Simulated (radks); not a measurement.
Valence configurations of Lu (all share [Xe]). Calculated with a radial shooting solver on a logarithmic mesh with Libxc functionals: Dirac Kohn-Sham, PBE, spin-unpolarised, spherical densities, finite nucleus; open shells fill j = l - 1/2 first; Fermi nuclear charge, rms radius 5.37 fm. Energies are relative to 4f14 5d1 6s2; eigenvalues in eV.

valence	E (eV)	e(4f5/2)	e(4f7/2)	e(5d3/2)	e(6p1/2)	e(6s1/2)
4f14 5d1 6s2	0.000	-10.291	-8.769	-1.867	-	-4.608
4f14 6s2 6p1	0.828	-13.305	-11.781	-	-2.363	-5.836
4f14 5d1 6s1 6p1	3.133	-11.531	-10.008	-2.806	-2.112	-5.318
4f14 5d1 6s0.5 6p1.5	4.752	-12.122	-10.599	-3.247	-2.364	-5.636
4f14 5d3	5.883	-8.644	-7.123	-1.197	-	-
4f13 5d2 6s2	9.794	-17.323	-15.723	-2.933	-	-4.938
4f13 5d1 6s2 6p1	11.743	-20.650	-19.049	-5.130	-2.496	-6.257
4f13 5d3 6s1	12.013	-15.782	-14.183	-2.096	-	-4.501
4f12 5d2 6s1 6p2	32.929	-29.718	-28.038	-7.407	-3.072	-7.205
4f12 5d1 6s2 6p2	33.568	-32.408	-30.726	-8.988	-3.433	-7.894

NIST lists [Xe] 4f14 5d1 6s2 as the ground configuration; this level of theory agrees among the configurations tried. The energies are those of spherical spin-averaged densities, not of single terms.
